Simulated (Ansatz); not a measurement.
Ansatz results at the PBE0-D4/def2-TZVP geometry: LUMO energy (B3LYP/def2-TZVPP) -2.03 eV; HOMO–LUMO gap (ωB97M-V/def2-TZVPP) 10.56 eV; size of the dipole moment (ωB97M-V/def2-TZVPP) 1.78 D.

Each molecule was computed in one conformer, which needn't be the lowest.

Question: Which molecule gave them?
A. `BCC(Cl)Br`
B. `CBC(C)F`
C. `[CH3][AlH][O][SiH2]O`
D. `CC[SiH2][SbH2]`

Answer: A. The others give `CBC(C)F`: -1.27, 11.59, 1.41; `[CH3][AlH][O][SiH2]O`: -0.91, 11.08, 1.54; `CC[SiH2][SbH2]`: -0.51, 10.27, 1.19.

B3LYP here is the variant with VWN-RPA as its local correlation; programs differ in this.
